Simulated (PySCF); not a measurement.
**Radial density of Ru(28+) (ruthenium, charge +28)**

UHF, [Ne] 3s2 3p4, high-spin 3P determinant. Calculation: PySCF 2.14, in an even-tempered Gaussian basis (16 s from 3.4 bohr⁻², ratio 2.5; 11 p from 4.4 bohr⁻², ratio 2.5; 5 d from 21 bohr⁻², ratio 2.7; 4 f from 32 bohr⁻², ratio 2.7); the non-relativistic Hamiltonian (point nucleus).

```tsv
r (bohr)	4πr²ρ (e/bohr)	4πr²(ρα − ρβ)
0.000720	0.3659	0.0000
0.00121	0.9913	0.0000
0.00204	2.608	0.0001
0.00343	6.531	0.0005
0.00576	15.05	0.0027
0.00970	30.18	0.0161
0.0163	48.17	0.0916
0.0274	54.47	0.4402
0.0461	46.66	1.4930
0.0776	58.34	2.5246
0.131	57.06	0.4987
0.220	21.72	2.6635
0.369	20.86	6.6714
0.621	2.315	0.7171
1.04	0.01119	0.0034
```

A non-relativistic calculation at this Z misses sizeable relativistic shifts. Spin-orbit coupling is strong in this species (close to jj coupling), so the high-spin LS determinant is a model state, not a physical level.
